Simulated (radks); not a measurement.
Neutral chromium inside a hard spherical wall (all orbitals vanish at R), configuration held at [Ar] 3d5 4s1 and not refilled when levels cross. All-electron calculation, non-relativistic Kohn-Sham, PBE, spin-polarised, spherical densities, point nucleus; open shells are filled with parallel spins first. Program: a radial shooting solver on a logarithmic mesh with Libxc functionals. Eigenvalues in eV for spin up, with the zero of energy where the potential of the charges vanishes at infinity; a dash marks a level that is unbound or too diffuse for the functional's potential to be trusted. A positive occupied level is held by the wall or, in an anion where self-interaction has pushed it up, behind a barrier. The pressure on the wall is -dE/dV.

R (bohr),E (hartree),kinetic (hartree),e(3s),e(3p),e(4s),e(3d),"e(4p, empty)","e(5s, empty)",pressure (GPa)
free,-1044.23090,1043.363,-73.315,-45.918,-4.363,-3.814,-1.214,-,0
20,-1044.23090,1043.363,-73.315,-45.918,-4.363,-3.814,-1.213,-,< 0.0001
10,-1044.23039,1043.367,-73.268,-45.871,-4.324,-3.770,-1.028,1.866,0.0127
8,-1044.22673,1043.392,-73.065,-45.668,-4.138,-3.581,-0.562,4.563,0.159
5,-1044.13130,1043.811,-70.693,-43.332,-1.289,-1.402,3.958,22.707,10.4
3.5,-1043.62863,1045.528,-64.577,-37.391,9.675,4.599,18.109,67.219,152
3,-1043.01957,1047.506,-59.894,-32.819,21.156,9.680,31.735,105.17,468
2,-1037.11810,1066.675,-34.137,-6.125,106.72,40.884,123.18,327.21,8930
1.5,-1020.63572,1114.276,15.453,46.500,282.70,97.590,296.74,708.45,65700
